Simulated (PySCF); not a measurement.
This script is equivalent to a calculation on Ta⁴⁵⁺ (tantalum, charge +45).

```python
from pyscf import gto, scf, dft, mp, cc
mol = gto.M(atom="Ta 0 0 0", charge=45, spin=0, symmetry="D2h",
            basis=gto.etbs([(0, 18, 9.6, 2.5), (1, 13, 12, 2.5), (2, 8, 12, 2.5), (3, 4, 54, 2.7), (4, 3, 81, 2.7)]),
            nucmod="G")
mf = scf.UHF(mol).sfx2c1e()
mf.irrep_nelec = {'Ag': (5, 5), 'B1g': (1, 1), 'B2g': (1, 1), 'B3g': (1, 1), 'B1u': (2, 2), 'B2u': (2, 2), 'B3u': (2, 2)}
mf.kernel()
```

**Question.** What total energy does it give?

**Answer.** -14204.34885 hartree (calculated).

**Question.** Which occupied shell lies highest, and where?

**Answer.** 3d, at -3926.4 eV.

Spin-orbit coupling, which splits the p, d and f shells strongly at this Z, is absent.
